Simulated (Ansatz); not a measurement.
Reaction (hydrogenolysis of a B–C bond): `CB(C)BN` + H₂ → `CBBN` + CH₄

Isolated molecules relaxed with PBE0-D4/def2-TZVP in Ansatz; ΔE leaves out vibrations. CBS: MP2 limit from def2 TZ/QZ plus the TZ coupled-cluster correction, frozen cores. This one scheme is used for every species. One conformer a species, not always the lowest.

```json
{"species": "`CB(C)BN`", "HF/CBS(def2) energy (Eh)": "-184.91156"}
{"species": "H₂", "HF/CBS(def2) energy (Eh)": "-1.13356"}
{"species": "`CBBN`", "HF/CBS(def2) energy (Eh)": "-145.84556"}
{"species": "CH₄", "HF/CBS(def2) energy (Eh)": "-40.21695"}
```

(1) Work out ΔE.

Largest T1 diagnostic among the species: 0.012.

Answers

(1) ΔE = (-145.84556) + (-40.21695) − (-184.91156) − (-1.13356) = -0.01739 Eh = -45.7 kJ/mol. CCSD(T)/CBS gives -20.1 kJ/mol.

In def2-TZVPP, CCSD(T) changes the Hartree–Fock value by +24.0 kJ/mol (the triples alone add +4.4 kJ/mol) and MP2 by +28.4 kJ/mol. The D4 term adds +8.9 kJ/mol with B3LYP and +5.0 kJ/mol with PBE0; it sums over pairs of atoms, weighted by their polarisabilities, and B3LYP, whose exchange is more repulsive, gets the larger term.

B3LYP here is the variant with VWN-RPA as its local correlation; programs differ in this.
